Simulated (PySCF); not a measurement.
Molecule: `C[S][GeH2][O][GeH3]`, CH8Ge2OS.

Cartesian coordinates in Å; atom numbers follow the order of the lines, from 1:
```xyz
13

C     2.3929   -0.0163   -0.7926
S     1.3267   -1.4394   -1.1947
Ge    0.1025   -1.4813    0.6547
O    -0.8896   -0.0116    0.7271
Ge   -1.7472    0.7566   -0.6365
H     1.7972    0.8789   -0.5673
H     3.0057    0.1820   -1.6821
H     3.0584   -0.2427    0.0524
H    -0.7881   -2.7321    0.5586
H     0.9871   -1.4336    1.9103
H    -2.7845    1.6840    0.0152
H    -2.4310   -0.3251   -1.4958
H    -0.7410    1.5642   -1.4777
```

Geometry PBE0-D3(BJ)/def2-SVP throughout; GIAO in PySCF, gas phase, one conformer, non-relativistic; equivalent atoms averaged; basis pcSseg-1.

For orientation, OPBE gives these absolute shieldings σ: C1 169.7, S2 618.0, Ge3 1270.7, Ge5 1373.4, O4 306.7, H9/H10 25.59, H11/H12/H13 26.10, H6/H7/H8 29.09 ppm.

A run gave: C1 164.7, S2 581.4, Ge3 1232.4, Ge5 1350.9, O4 302.0, H9/H10 25.34, H11/H12/H13 25.90, H6/H7/H8 29.02 ppm (absolute shieldings σ).

Question: Which functional was used in that run?
A. mPW1PW91
B. BHandHLYP
C. BP86
D. PBE

Answer: D. Ge3 tells them apart best: PBE gives 1232.4, BHandHLYP gives 1359.2, BP86 gives 1223.4, mPW1PW91 gives 1297.7 ppm.
